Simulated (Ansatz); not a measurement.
`[OH][AlH][O]CF` and `FCO[SiH2][SeH]` differ in one atom or group.

Ansatz, PBE0-D4/def2-TZVP geometries, multiplicity 1. Each molecule was computed in one conformer, which needn't be the lowest.

Scalar relativity is left out up to krypton.

| property | `[OH][AlH][O]CF` |
| --- | --- |
| LUMO energy (B3LYP/def2-TZVPP) / eV | -0.51 |
| size of the dipole moment (PBE/def2-TZVPP) / D | 1.48 |
| HOMO–LUMO gap (PBE/def2-TZVPP) / eV | 5.90 |
| LUMO energy (ωB97M-V/def2-TZVPP) / eV | 1.26 |
| HOMO energy (PBE0/def2-TZVPP) / eV | -8.54 |
| HOMO–LUMO gap (B3LYP/def2-TZVPP) / eV | 7.81 |

Question: What does the change do to each property? (Estimate.)

Answer: The calculation gave: 
```json
{"property": "LUMO energy (B3LYP/def2-TZVPP) / eV", "`FCO[SiH2][SeH]`": "-0.37", "shift": "0.14"}
{"property": "size of the dipole moment (PBE/def2-TZVPP) / D", "`FCO[SiH2][SeH]`": "1.46", "shift": "-0.02"}
{"property": "HOMO–LUMO gap (PBE/def2-TZVPP) / eV", "`FCO[SiH2][SeH]`": "5.30", "shift": "-0.60"}
{"property": "LUMO energy (ωB97M-V/def2-TZVPP) / eV", "`FCO[SiH2][SeH]`": "1.71", "shift": "0.45"}
{"property": "HOMO energy (PBE0/def2-TZVPP) / eV", "`FCO[SiH2][SeH]`": "-7.44", "shift": "1.10"}
{"property": "HOMO–LUMO gap (B3LYP/def2-TZVPP) / eV", "`FCO[SiH2][SeH]`": "6.81", "shift": "-1.00"}
```

With PBE0 the HOMO rises by 1.10 eV and the LUMO rises by 0.18 eV, so the gap narrows by about 0.92 eV. PBE moves the HOMO by 0.67 eV and ωB97M-V by 1.36 eV. Dipoles are sizes alone; their direction can turn.

B3LYP here is the variant with VWN-RPA as its local correlation; programs differ in this.

Spin–orbit coupling is left out; it splits and shifts lone-pair levels of the heavy atoms by tenths of an eV.
